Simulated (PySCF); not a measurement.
ClPb, doublet, geometry from GFN2-xTB (such geometries of metal compounds can be far from the true shape) (the spin is typed, not shown lowest) (core potentials on Pb); PySCF with TPSS/def2-SVP.

Here is a job for PySCF.
```python
from pyscf import gto, scf, dft

mol = gto.M(
    atom='''
Pb   -0.00000000   -0.00000000   -0.43472468
Cl    0.00000000    0.00000000    2.09690730
''',
    basis='def2-svp',
    ecp={'Pb': 'def2-svp'},
    spin=1,
    verbose=3,
)

mf = dft.UKS(mol)
mf.xc = 'tpss'
mf.grids.prune = dft.gen_grid.sg1_prune
mf.kernel()
mf.analyze()
```

What the program printed (banner, timings and long lists left out):

```
Traceback (most recent call last):
  File "input.py", line 17, in <module>
  File "<string>", line 2, in kernel
  File "site-packages/pyscf/scf/hf.py", line 2099, in scf
  File "site-packages/pyscf/scf/hf.py", line 132, in kernel
  File "site-packages/pyscf/dft/uks.py", line 42, in get_veff
  File "site-packages/pyscf/dft/uks.py", line 192, in initialize_grids
  File "site-packages/pyscf/dft/rks.py", line 506, in initialize_grids
  File "site-packages/pyscf/dft/gen_grid.py", line 653, in build
  File "<string>", line 6, in gen_atomic_grids
  File "site-packages/pyscf/dft/gen_grid.py", line 318, in gen_atomic_grids
  File "site-packages/pyscf/dft/gen_grid.py", line 81, in sg1_prune
IndexError: index 82 is out of bounds for axis 0 with size 19
```

The program stopped with an error.
